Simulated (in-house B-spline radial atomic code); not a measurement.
**RPA and G0W0 on CAM-B3LYP: neutral lithium**

Configuration [He] 2s1, highest spin, mean-field start CAM-B3LYP. Computed with a B-spline radial code for spherical atoms: all electrons, scalar-relativistic (spin-free one-electron X2C), finite nucleus, each spin shell either full or empty, empty states to l = 9 with an (l + 1/2)⁻⁴ tail; G0W0 by contour deformation at full frequency.

RPA overbinds a lone outer s electron by self-correlation, and G0W0 tends to as well.

Command:
```bash
python run_gw.py task.json out
```
Settings (radii: box in bohr, nucleus in fm):
```
Z                        3
electrons                3
configuration            [He] 2s1
hamiltonian              x2c
method                   camb3lyp
lmax                     9
rms_radius               2.444
spin_polarised           True
box_radius               40
intervals                75
ion_configuration        1s2
```

Time taken, with all properties: 3.2 s on 1 thread of Arm Neoverse N1 (shared host).

Energies (hartree):

| term | value |
| --- | --- |
| mean-field total | -7.47221 |
| Hartree-Fock functional on these orbitals | -7.43151 |
| direct second order | -0.10883 |
| second-order exchange | 0.061714 |
| SOSEX correction | 0.055262 |

What is the RPA correlation energy, and what remains with SOSEX?

RPA gives -0.098279 hartree (-0.891 eV per electron); RPA + SOSEX gives -0.043016, and the second-order doubles -0.047117 hartree (no singles). SOSEX takes back 56 % of the RPA value.

Quasi-particle levels (eV):

| level | occupied | mean field | Σx - vxc | Σc | QP weight | G0W0 |
| --- | --- | --- | --- | --- | --- | --- |
| 2s up | yes | -4.648 | -0.69 | ? | ? | ? |
| 2s down | no | -1.023 | 1.75 | -1.02 | 0.900 | -0.292 |

G0W0 = mean field + (Σx - vxc) + Σc, with Σc (partial-wave tail included) taken at the quasi-particle energy. Levels of low weight are left out.

Where does G0W0 put 2s up?

At -5.772 eV, with Σc = -0.43 eV and a quasi-particle weight of 0.926. The tabulated removal energy is 5.392 eV (NIST, measured).

What does it cost to remove one electron (to 1s2) by differences of total energies, each species on its own start (correlation terms add to the Hartree-Fock functional)?

CAM-B3LYP 5.602 eV, Hartree-Fock functional 5.326 eV, + RPA 5.753 eV, + RPA + SOSEX 5.373 eV, + second order 5.382 eV. Tabulated: 5.392 eV (NIST, measured).
